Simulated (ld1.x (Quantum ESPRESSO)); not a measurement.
## What the settings do to the ultrasoft potential of Au (Z = 79)

Base potential:

```json
{"Element": "Au (Z = 79)", "Generator": "ld1.x (Quantum ESPRESSO) 7.5", "Type": "ultrasoft", "Functional": "Wu–Cohen", "Relativity": "scalar-relativistic", "Frozen core": "[Kr] 4d10 4f14", "Valence charge": "19", "Reference configuration": "5s2 5p6 5d10 6s0 6p1", "Partial waves": "5s (bound): rc 1.20 bohr; 6s (bound, empty): rc 1.20 bohr; 5p (bound): rcut 1.55, rcutus 2.00 bohr; 6p (bound): rcut 1.55, rcutus 2.00 bohr; 5d (bound): rcut 1.80, rcutus 2.20 bohr; 5d channel at 2.25 Ry: rcut 1.80, rcutus 2.20 bohr", "Local potential": "all-electron potential smoothed inside 1.45 bohr (lloc = -1)", "Core correction": "none", "Augmentation charge": "PSQ, inside the norm-conserving radii"}
```

All-electron outer shells of the reference configuration (Wu–Cohen, scalar-relativistic, ld1.x):

```csv
shell,level (eV),outermost node (bohr),outermost maximum (bohr)
4d,-328.03,0.20,0.41
5s,-110.64,0.48,0.84
4f,-83.36,–,0.37
5p,-62.03,0.52,0.96
5d,-9.02,0.56,1.21
6s,-7.39,1.11,2.27
6p,-1.74,1.32,3.34
```

Cutoffs, loose and tight: the cutoffs (Ry, on a coarse ladder) from which the occupation-weighted sum of valence levels, in a spherical-Bessel basis at the reference potential, stays within 10 and 1 mRy of its value at 400 Ry. They do not see the model core or the augmentation charge, which bear on the density cutoff. Test errors are all-electron minus pseudo excitation energies from the reference, over the configurations 5s2 5p6 5d10 6s1 6p0; 5s2 5p6 5d10 6s0 6p0; 5s2 5p6 5d9 6s0 6p0; 5s1 5p6 5d10 6s1 6p0; 5s2 5p6 5d8 6s0 6p0; 5s2 5p6 5d9 6s2 6p0; 5s2 5p6 5d10 6s0.5 6p0. A dash means not determined; rows that change the core or the reference have their own tests.

Cutoffs are not given where the Bessel-basis levels miss the radial ones by over 6 mRy, ghosts where they miss by over 20 mRy; a channel whose overlap is not positive is not tested.

A file whose overlap is not positive is unfit for use, and its test errors describe a broken file.

| change | outcome | bound ghosts | largest test error (meV) |
| --- | --- | --- | --- |
| base | generated, overlap not positive | not determined (overlap not positive) | test run stopped at test 1 of 7 (negative rho) |
| local potential all-electron potential smoothed inside 0.90 bohr (lloc = -1) | failed: chargeps: negative rho | – | – |
| local potential all-electron potential smoothed inside 1.18 bohr (lloc = -1) | generated, overlap not positive | not determined (overlap not positive) | test run stopped at test 1 of 7 (negative rho) |
| local potential all-electron potential smoothed inside 1.50 bohr (lloc = -1) | generated, overlap not positive | not determined (overlap not positive) | test run stopped at test 1 of 7 (negative rho) |
| local potential all-electron potential smoothed inside 1.78 bohr (lloc = -1) | failed: chargeps: negative rho | – | – |
| local potential all-electron potential smoothed inside 1.96 bohr (lloc = -1) | generated | not determined | test run stopped at test 1 of 7 (negative rho) |
| local potential all-electron potential smoothed inside 2.20 bohr (lloc = -1) | generated | not determined | test run stopped at test 2 of 7 (negative rho), 1 before it not solved |
| local potential all-electron potential smoothed inside 2.56 bohr (lloc = -1) | generated | not determined | 7 of 7 tests not solved or not reliable |

Reading the sweep of the rcloc (base included, trends over the rows without a ghost): The generation fails at 0.9, 1.78 bohr.
